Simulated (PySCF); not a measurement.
C5H3F, SMILES C#CC(F)=C=C. Geometry: B3LYP-D3(BJ)/def2-SVP. The structure was generated by enumeration, and PubChem lists no compound with its InChIKey, so it may never have been made.

Computed equilibrium geometry at B3LYP-D3(BJ)/def2-SVP (PySCF confirms it by a frequency run) as Cartesian coordinates in Å, and its point group:
point group Cs.
```xyz
9

C      0.9647    -2.3197     0.0000
C      0.3543    -1.2710     0.0000
C     -0.3623    -0.0395     0.0000
F     -1.7098    -0.1585     0.0000
C      0.2071     1.1508     0.0000
C      0.7978     2.3158     0.0000
H      1.5052    -3.2477     0.0000
H      1.0566     2.8280    -0.9355
H      1.0566     2.8280     0.9355
```
